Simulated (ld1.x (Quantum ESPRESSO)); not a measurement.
PBE TM dataset for Ti, scalar-relativistic all-electron reference.

titanium (Ti), norm-conserving Troullier–Martins (Kleinman–Bylander form), made with ld1.x (Quantum ESPRESSO) 7.5 (PBE, scalar-relativistic). Core [Ne] 3s2, reference 3p6 3d2 4s1.5 4p0 (charge +0.5). Waves: 4s (bound): rc 2.10 bohr; 3d (bound): rc 2.86 bohr; 3p (bound): rc 1.60 bohr. Local part: the p channel. Core correction: none.

- Cutoffs needed: 40 Ry and 80 Ry (the cutoffs (Ry, on a coarse ladder) from which the occupation-weighted sum of valence levels, in a spherical-Bessel basis at the reference potential, stays within 10 and 1 mRy of its value at 400 Ry)
- Ghost test: ghost state, extra bound levels that the all-electron valence spectrum of the same l lacks: s at -48.0 eV; a true bound ghost makes a file unfit for plane-wave use (spherical-Bessel basis up to 400 Ry, 20 bohr box)
- Largest excitation error: -481 meV (all-electron minus pseudo) for 3p5 3d2 4s2 4p0, out of 7 test configurations
